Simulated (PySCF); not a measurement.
## Al²⁺: excitation energy

Al²⁺ [Ne] 3s1 (2S) → Al²⁺ [Ne] 3d1 (2D), as a difference of total energies. Calculation: PySCF 2.14, in aug-cc-pCVTZ-DK; scalar relativity by spin-free X2C-1e. Correlated levels: valence and next inner shell: 1s2 frozen; nothing frozen. The calculations carry no spin-orbit coupling.

```json
{"method": "UHF", "excitation energy (cm⁻¹)": "114920"}
{"method": "LDA", "excitation energy (cm⁻¹)": "114460"}
{"method": "PBE", "excitation energy (cm⁻¹)": "111640"}
{"method": "PBE0", "excitation energy (cm⁻¹)": "112640"}
{"method": "r2SCAN", "excitation energy (cm⁻¹)": "111910"}
{"method": "revPBE", "excitation energy (cm⁻¹)": "110080"}
{"method": "TPSSh", "excitation energy (cm⁻¹)": "110880"}
{"method": "PW91", "excitation energy (cm⁻¹)": "112020"}
{"method": "M06", "excitation energy (cm⁻¹)": "107390"}
{"method": "MP2 (valence and next inner shell)", "excitation energy (cm⁻¹)": "116550"}
{"method": "SCS-MP2 (valence and next inner shell)", "excitation energy (cm⁻¹)": "116200"}
{"method": "MP2 (all electrons)", "excitation energy (cm⁻¹)": "116520"}
{"method": "SCS-MP2 (all electrons)", "excitation energy (cm⁻¹)": "116180"}
```

The promoted electron is Rydberg-like, and one or two diffuse shells describe it only roughly, which tends to raise the upper state.
